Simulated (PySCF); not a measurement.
C2H8AlNO. Atoms are numbered in the order given.

```xyz
13

Al    -0.4286     0.6624     1.0906
H     -1.3223     0.7267     2.3860
O      0.0289    -0.8692     0.5097
C      0.6869    -1.4260    -0.5812
C     -0.0566    -1.1951    -1.8838
H      1.7164    -1.0236    -0.6706
H      0.7974    -2.5128    -0.4109
H     -0.1461    -0.1180    -2.1013
H      0.4631    -1.6707    -2.7302
H     -1.0733    -1.6135    -1.8245
N      0.0861     2.1437     0.2669
H     -0.1561     3.0793     0.5738
H      0.6772     2.1952    -0.5550
```
Charge 0, spin multiplicity 1.

Geometry optimised at PBE0-D3(BJ)/def2-SVP. The structure was generated by enumeration; whether it is a known compound was not checked. Other conformers were not sampled.

Level of theory: PBE0/pcSseg-1 run with PySCF.

GIAO shieldings, no solvent; atoms listed in one row are averaged. δ = σ(ref) − σ: ¹H against TMS (σ = 31.56 ppm); ¹⁷O against H2O (σ = 334.2 ppm); ¹³C against TMS (σ = 186.3 ppm); ¹⁵N against NH3 (σ = 267.4 ppm), references at their B3LYP-D3(BJ)/def2-TZVP geometries, non-relativistic.

```json
[
 {"nucleus": "¹H", "atoms": "H6, H7", "count": "2", "δ (ppm)": "4.26"},
 {"nucleus": "¹H", "atoms": "H2", "count": "1", "δ (ppm)": "4.19"},
 {"nucleus": "¹H", "atoms": "H8, H9, H10", "count": "3", "δ (ppm)": "1.48"},
 {"nucleus": "¹H", "atoms": "H12", "count": "1", "δ (ppm)": "1.02"},
 {"nucleus": "¹H", "atoms": "H13", "count": "1", "δ (ppm)": "0.85"},
 {"nucleus": "¹⁷O", "atoms": "O3", "count": "1", "δ (ppm)": "64.4"},
 {"nucleus": "¹³C", "atoms": "C4", "count": "1", "δ (ppm)": "63.7"},
 {"nucleus": "¹³C", "atoms": "C5", "count": "1", "δ (ppm)": "25.5"},
 {"nucleus": "¹⁵N", "atoms": "N11", "count": "1", "δ (ppm)": "31.5"}
]
```
